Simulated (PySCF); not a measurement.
BF₄, SMILES F[B-](F)(F)F, charge -1. Atoms are numbered in the order given.

```xyz
5

F      0.8165    -0.8165     0.8165
B      0.0000     0.0000     0.0000
F     -0.8165    -0.8165    -0.8165
F     -0.8165     0.8165     0.8165
F      0.8165     0.8165    -0.8165
```
Charge -1, spin multiplicity 1.

Geometry: B3LYP-D3(BJ)/def2-SVPD.

The numbers are results of B3LYP/pcJ-1 (PySCF), not measurements.

Isotropic couplings with Fermi-contact, spin-dipole and both spin-orbit terms, one fixed conformer, no vibrational averaging. Isotopes: 11B, 19F.

| pair | bonds apart | J (Hz) |
|---|---|---|
| F1–B2 | 1 | -58.5 |
| B2–F3 | 1 | -58.5 |
| B2–F4 | 1 | -58.5 |
| B2–F5 | 1 | -58.5 |
| F1–F3 | 2 | (withheld) |
| F1–F4 | 2 | (withheld) |
| F1–F5 | 2 | (withheld) |
| F3–F4 | 2 | (withheld) |
| F3–F5 | 2 | (withheld) |
| F4–F5 | 2 | (withheld) |

Question: What belongs in the gaps? (Estimate from the structure and the level; the computed values follow.)

Answer: 
- F1–F3, J (Hz): 9.1
- F1–F4, J (Hz): 9.1
- F1–F5, J (Hz): 9.2
- F3–F4, J (Hz): 9.8
- F3–F5, J (Hz): 9.2
- F4–F5, J (Hz): 9.2
